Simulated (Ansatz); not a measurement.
Ansatz (an electronic-structure program) input (HF/3-21G): The .json file is the Basis Set Exchange's 3-21G.

Ansatz 0.2 input:
```yaml
crystal:
  periodic: [false, false, false]
  atoms:
    - {symbol: C, position_ang: [-1.64458592, 0.86817286, 0.46450768]}
    - {symbol: O, position_ang: [-0.84674886, -0.32499886, 0.28406351]}
    - {symbol: B, position_ang: [0.44979313, -0.31013384, -0.12281466]}
    - {symbol: O, position_ang: [1.12638655, -1.53715373, -0.26332251]}
    - {symbol: O, position_ang: [1.11233074, 0.86370572, -0.39856400]}
    - {symbol: H, position_ang: [-1.20209713, 1.51110011, 1.21173382]}
    - {symbol: H, position_ang: [-1.72703778, 1.41359914, -0.46458357]}
    - {symbol: H, position_ang: [-2.61825428, 0.54114935, 0.78843393]}
    - {symbol: H, position_ang: [2.03019160, 0.86335832, -0.68597294]}
basis:
  gaussian:
    orbitals: 3-21G.json
hamiltonian:
  xc: {name: HF}
magnetization: {spin_polarized: true, initial_magnetization: 1}
phonons: {temperatures: {t_min: 298.15, t_max: 298.15, t_step: 100}}
```

Output:

```
Functional definition: HF
integrals: 0.01 GiB planned
631 factors; integrals over basis functions are off by at most 5.5e-4 eV
mean field: 0.17 GiB planned
mean field evaluation 1: about -7825.7436 eV, gradient 3.6e1 eV
mean field evaluation 2: about -7825.9780 eV, gradient 3.6e1 eV
mean field evaluation 4: about -7834.9106 eV, gradient 8.4e0 eV
mean field evaluation 8: about -7836.2046 eV, gradient 6.5e-1 eV
mean field evaluation 16: about -7836.2225 eV, gradient 8.6e-5 eV
mean field evaluation 32: about -7836.6178 eV, gradient 1.2e-5 eV
mean field evaluation 64: about -7836.5919 eV, gradient 9.3e-1 eV
mean field evaluation 96: about -7836.2223 eV, gradient 1.2e-1 eV
mean field -7836.61778074 eV, -287.9903915920 hartree, gradient 1.2e-5 eV, S^2 0.753730; 2 other end points of the search recorded, 0 dependent functions left out
the calculation of the forces begins
reference -7836.61778074 eV, -287.9903915920 hartree; 20, 19 occupied and 33, 34 virtual orbitals, 631 factors
these checks for a lower state are left out or cut short: stability, starts, cluster_reference, orbital_swaps, neighbouring_geometries, increment
integrals: 0.01 GiB planned
631 factors; integrals over basis functions are off by at most 5.5e-4 eV
mean field: 0.17 GiB planned
mean field -7836.61758875 eV, -287.9903845364 hartree, gradient 3.8e-6 eV, S^2 0.753731; 0 other end points of the search recorded, 0 dependent functions left out
the calculation of the forces begins
reference -7836.61758875 eV, -287.9903845364 hartree; 20, 19 occupied and 33, 34 virtual orbitals, 631 factors
these checks for a lower state are left out or cut short: stability, starts, cluster_reference, orbital_swaps, neighbouring_geometries, increment
integrals: 0.01 GiB planned
631 factors; integrals over basis functions are off by at most 5.6e-4 eV
mean field: 0.17 GiB planned
mean field evaluation 128: about -7836.6176 eV, gradient 3.8e-6 eV
mean field -7836.61758325 eV, -287.9903843341 hartree, gradient 3.8e-6 eV, S^2 0.753728; 0 other end points of the search recorded, 0 dependent functions left out
the calculation of the forces begins
reference -7836.61758325 eV, -287.9903843341 hartree; 20, 19 occupied and 33, 34 virtual orbitals, 631 factors
these checks for a lower state are left out or cut short: stability, starts, cluster_reference, orbital_swaps, neighbouring_geometries, increment
integrals: 0.01 GiB planned
631 factors; integrals over basis functions are off by at most 5.5e-4 eV
mean field: 0.17 GiB planned
mean field -7836.61759968 eV, -287.9903849382 hartree, gradient 3.8e-6 eV, S^2 0.753730; 0 other end points of the search recorded, 0 dependent functions left out
the calculation of the forces begins
reference -7836.61759968 eV, -287.9903849382 hartree; 20, 19 occupied and 33, 34 virtual orbitals, 631 factors
these checks for a lower state are left out or cut short: stability, starts, cluster_reference, orbital_swaps, neighbouring_geometries, increment
integrals: 0.01 GiB planned
631 factors; integrals over basis functions are off by at most 5.5e-4 eV
mean field: 0.17 GiB planned
mean field -7836.61759577 eV, -287.9903847943 hartree, gradient 3.8e-6 eV, S^2 0.753729; 0 other end points of the search recorded, 0 dependent functions left out
the calculation of the forces begins
reference -7836.61759577 eV, -287.9903847943 hartree; 20, 19 occupied and 33, 34 virtual orbitals, 631 factors
these checks for a lower state are left out or cut short: stability, starts, cluster_reference, orbital_swaps, neighbouring_geometries, increment
integrals: 0.01 GiB planned
631 factors; integrals over basis functions are off by at most 5.5e-4 eV
mean field: 0.17 GiB planned
mean field -7836.61757660 eV, -287.9903840898 hartree, gradient 3.7e-6 eV, S^2 0.753724; 0 other end points of the search recorded, 0 dependent functions left out
the calculation of the forces begins
reference -7836.61757660 eV, -287.9903840898 hartree; 20, 19 occupied and 33, 34 virtual orbitals, 631 factors
these checks for a lower state are left out or cut short: stability, starts, cluster_reference, orbital_swaps, neighbouring_geometries, increment
integrals: 0.01 GiB planned
631 factors; integrals over basis functions are off by at most 5.5e-4 eV
mean field: 0.17 GiB planned
mean field evaluation 160: about -7836.6143 eV, gradient 8.7e-1 eV
mean field -7836.61758303 eV, -287.9903843260 hartree, gradient 3.8e-6 eV, S^2 0.753735; 0 other end points of the search recorded, 0 dependent functions left out
the calculation of the forces begins
reference -7836.61758303 eV, -287.9903843260 hartree; 20, 19 occupied and 33, 34 virtual orbitals, 631 factors
these checks for a lower state are left out or cut short: stability, starts, cluster_reference, orbital_swaps, neighbouring_geometries, increment
[...]
integrals: 0.01 GiB planned
631 factors; integrals over basis functions are off by at most 5.5e-4 eV
mean field: 0.17 GiB planned
mean field evaluation 320: about -7836.6144 eV, gradient 8.7e-1 eV
mean field -7836.61772873 eV, -287.9903896804 hartree, gradient 3.8e-6 eV, S^2 0.753730; 0 other end points of the search recorded, 0 dependent functions left out
the calculation of the forces begins
reference -7836.61772873 eV, -287.9903896804 hartree; 20, 19 occupied and 33, 34 virtual orbitals, 631 factors
these checks for a lower state are left out or cut short: stability, starts, cluster_reference, orbital_swaps, neighbouring_geometries, increment
integrals: 0.01 GiB planned
631 factors; integrals over basis functions are off by at most 5.5e-4 eV
mean field: 0.17 GiB planned
mean field -7836.61772745 eV, -287.9903896336 hartree, gradient 3.8e-6 eV, S^2 0.753729; 0 other end points of the search recorded, 0 dependent functions left out
the calculation of the forces begins
reference -7836.61772745 eV, -287.9903896336 hartree; 20, 19 occupied and 33, 34 virtual orbitals, 631 factors
these checks for a lower state are left out or cut short: stability, starts, cluster_reference, orbital_swaps, neighbouring_geometries, increment
integrals: 0.01 GiB planned
631 factors; integrals over basis functions are off by at most 5.5e-4 eV
mean field: 0.17 GiB planned
mean field -7836.61771603 eV, -287.9903892138 hartree, gradient 3.8e-6 eV, S^2 0.753730; 0 other end points of the search recorded, 0 dependent functions left out
the calculation of the forces begins
reference -7836.61771603 eV, -287.9903892138 hartree; 20, 19 occupied and 33, 34 virtual orbitals, 631 factors
these checks for a lower state are left out or cut short: stability, starts, cluster_reference, orbital_swaps, neighbouring_geometries, increment
integrals: 0.01 GiB planned
631 factors; integrals over basis functions are off by at most 5.5e-4 eV
mean field: 0.17 GiB planned
mean field evaluation 352: about -7836.6177 eV, gradient 2.5e-6 eV
mean field -7836.61771639 eV, -287.9903892269 hartree, gradient 3.8e-6 eV, S^2 0.753730; 0 other end points of the search recorded, 0 dependent functions left out
the calculation of the forces begins
reference -7836.61771639 eV, -287.9903892269 hartree; 20, 19 occupied and 33, 34 virtual orbitals, 631 factors
these checks for a lower state are left out or cut short: stability, starts, cluster_reference, orbital_swaps, neighbouring_geometries, increment
integrals: 0.01 GiB planned
631 factors; integrals over basis functions are off by at most 5.6e-4 eV
mean field: 0.17 GiB planned
mean field -7836.61767250 eV, -287.9903876143 hartree, gradient 3.8e-6 eV, S^2 0.753730; 0 other end points of the search recorded, 0 dependent functions left out
the calculation of the forces begins
reference -7836.61767250 eV, -287.9903876143 hartree; 20, 19 occupied and 33, 34 virtual orbitals, 631 factors
these checks for a lower state are left out or cut short: stability, starts, cluster_reference, orbital_swaps, neighbouring_geometries, increment
integrals: 0.01 GiB planned
631 factors; integrals over basis functions are off by at most 5.5e-4 eV
mean field: 0.17 GiB planned
mean field -7836.61767328 eV, -287.9903876426 hartree, gradient 3.8e-6 eV, S^2 0.753730; 0 other end points of the search recorded, 0 dependent functions left out
the calculation of the forces begins
reference -7836.61767328 eV, -287.9903876426 hartree; 20, 19 occupied and 33, 34 virtual orbitals, 631 factors
these checks for a lower state are left out or cut short: stability, starts, cluster_reference, orbital_swaps, neighbouring_geometries, increment
integrals: 0.01 GiB planned
631 factors; integrals over basis functions are off by at most 5.5e-4 eV
mean field: 0.17 GiB planned
mean field -7836.61775588 eV, -287.9903906782 hartree, gradient 3.8e-6 eV, S^2 0.753730; 0 other end points of the search recorded, 0 dependent functions left out
the calculation of the forces begins
reference -7836.61775588 eV, -287.9903906782 hartree; 20, 19 occupied and 33, 34 virtual orbitals, 631 factors
these checks for a lower state are left out or cut short: stability, starts, cluster_reference, orbital_swaps, neighbouring_geometries, increment
integrals: 0.01 GiB planned
631 factors; integrals over basis functions are off by at most 5.5e-4 eV
mean field: 0.17 GiB planned
mean field evaluation 384: about -7836.2787 eV, gradient 3.4e-3 eV
mean field -7836.61775600 eV, -287.9903906825 hartree, gradient 3.8e-6 eV, S^2 0.753730; 0 other end points of the search recorded, 0 dependent functions left out
the calculation of the forces begins
reference -7836.61775600 eV, -287.9903906825 hartree; 20, 19 occupied and 33, 34 virtual orbitals, 631 factors
these checks for a lower state are left out or cut short: stability, starts, cluster_reference, orbital_swaps, neighbouring_geometries, increment
integrals: 0.01 GiB planned
631 factors; integrals over basis functions are off by at most 5.5e-4 eV
mean field: 0.17 GiB planned
mean field -7836.61761129 eV, -287.9903853647 hartree, gradient 3.8e-6 eV, S^2 0.753730; 0 other end points of the search recorded, 0 dependent functions left out
the calculation of the forces begins
reference -7836.61761129 eV, -287.9903853647 hartree; 20, 19 occupied and 33, 34 virtual orbitals, 631 factors
these checks for a lower state are left out or cut short: stability, starts, cluster_reference, orbital_swaps, neighbouring_geometries, increment
integrals: 0.01 GiB planned
631 factors; integrals over basis functions are off by at most 5.5e-4 eV
mean field: 0.17 GiB planned
mean field -7836.61760972 eV, -287.9903853069 hartree, gradient 3.8e-6 eV, S^2 0.753729; 0 other end points of the search recorded, 0 dependent functions left out
the calculation of the forces begins
reference -7836.61760972 eV, -287.9903853069 hartree; 20, 19 occupied and 33, 34 virtual orbitals, 631 factors
these checks for a lower state are left out or cut short: stability, starts, cluster_reference, orbital_swaps, neighbouring_geometries, increment
integrals: 0.01 GiB planned
631 factors; integrals over basis functions are off by at most 5.5e-4 eV
mean field: 0.17 GiB planned
mean field evaluation 416: about -7836.6178 eV, gradient 9.4e-3 eV
mean field -7836.61777375 eV, -287.9903913349 hartree, gradient 3.8e-6 eV, S^2 0.753729; 0 other end points of the search recorded, 0 dependent functions left out
the calculation of the forces begins
reference -7836.61777375 eV, -287.9903913349 hartree; 20, 19 occupied and 33, 34 virtual orbitals, 631 factors
these checks for a lower state are left out or cut short: stability, starts, cluster_reference, orbital_swaps, neighbouring_geometries, increment
integrals: 0.01 GiB planned
631 factors; integrals over basis functions are off by at most 5.5e-4 eV
mean field: 0.17 GiB planned
mean field -7836.61777456 eV, -287.9903913646 hartree, gradient 3.8e-6 eV, S^2 0.753730; 0 other end points of the search recorded, 0 dependent functions left out
the calculation of the forces begins
reference -7836.61777456 eV, -287.9903913646 hartree; 20, 19 occupied and 33, 34 virtual orbitals, 631 factors
WARN: phonons: modes at or below zero, which the zero-point energy, F, S and C_V leave out: 1, the lowest at -56.31 cm⁻¹ …
Total energy: -7836.61778074 eV, -287.9903915920 hartree
Atom 0 at    -1.644586     0.868173     0.464508 Å, force     0.000869    -0.000787    -0.000226 eV/Å
Atom 1 at    -0.846749    -0.324999     0.284064 Å, force    -0.000973    -0.000020     0.000306 eV/Å
Atom 2 at     0.449793    -0.310134    -0.122815 Å, force    -0.000571    -0.000524     0.000209 eV/Å
Atom 3 at     1.126387    -1.537154    -0.263323 Å, force     0.000040    -0.000115    -0.000006 eV/Å
Atom 4 at     1.112331     0.863706    -0.398564 Å, force     0.001117     0.000722    -0.000392 eV/Å
Atom 5 at    -1.202097     1.511100     1.211734 Å, force    -0.000285     0.000230    -0.000124 eV/Å
Atom 6 at    -1.727038     1.413599    -0.464584 Å, force    -0.000171     0.000251     0.000239 eV/Å
Atom 7 at    -2.618254     0.541149     0.788434 Å, force     0.000039     0.000016    -0.000013 eV/Å
Atom 8 at     2.030192     0.863358    -0.685973 Å, force    -0.000064     0.000229     0.000007 eV/Å
Dipole moment:     0.073786     0.519276    -0.053309 e Å
Vibrations: -56.31 138.19 202.04 394.50 456.40 535.52 684.88 848.64 1009.48 1141.55 1270.89 1294.86 1494.59 1567.73 1679.92 1681.42 1682.84 3224.97 3285.42 3320.72 3952.60 cm⁻¹, zero-point energy 1.851528 eV
```

The blocks after the first are displaced geometries, from whose forces the wavenumbers follow.
